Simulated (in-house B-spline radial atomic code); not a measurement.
Results of a calculation; reference values are marked as such.
## Two electrons in InAs: a spherical dot of radius 37.3 nm with hard walls with an ionised donor at its centre

For InAs the NSM archive of the Ioffe Institute lists m* = 0.023 m0 and ε = 15.15. Real donors also feel a central-cell potential, which shifts the ground state. In so narrow a gap the band flattens within tens of meV, so real spacings are smaller, by up to some tenths.

Effective-mass model with parabolic bands, a uniform dielectric constant, no image charges, no central-cell or spin-orbit terms. Two-electron levels come from full CI in B-splines with partial waves to l = 5 (up to 0.001 effective hartree above the limit).

(1) What are the effective units, and what is the potential in them?

In these units the lowest s and p orbitals lie at 1.9078 and 7.0665, and their Coulomb and exchange integrals are J_ss = 1.7948, J_sp = 1.5647 and K_sp = 0.3283. Full CI gives 5.5425 for the ground singlet, 10.1958 for the sp triplet, 10.8005 for the sp singlet and 17.6009 for the lowest triplet of two s orbitals.

(2) What does it cost to add the second electron, to first order and exactly?

(3) How far above the singlet do the triplets lie?

Answers

(1) Ha* = 27211.386 meV × 0.023/15.15² = 2.727 meV and a* = 0.0529177 nm × 15.15/0.023 = 34.86 nm. The radius is R = 1.07 a*, with −1/r added.

(2) To first order E = 2ε_s + J_ss = 5.6105, so the charging energy E(2) − 2E(1) is J_ss = 4.894 meV. CI gives 5.5425 − 2 × (1.9078) = 1.7268, or 4.709 meV: relaxation and correlation lower it by 0.1856 meV, 3.8 % of J_ss. The s² configuration of one-electron orbitals holds 99.5 % of the state, and the mean radius is 17.8 nm.

(3) To first order the sp triplet lies at ε_s + ε_p + J_sp − K_sp = 10.2107, which is 12.54 meV above 2ε_s + J_ss. CI gives 10.1958 − (5.5425) = 4.6533, or 12.69 meV, 90 % of the orbital spacing of 14.07 meV. The ss triplet lies 32.88 meV up, so the lower of the two is the sp one, and its gap equals k_BT at 147 K. The sp singlet-triplet splitting is 1.649 meV, against 2K_sp = 1.79 meV.
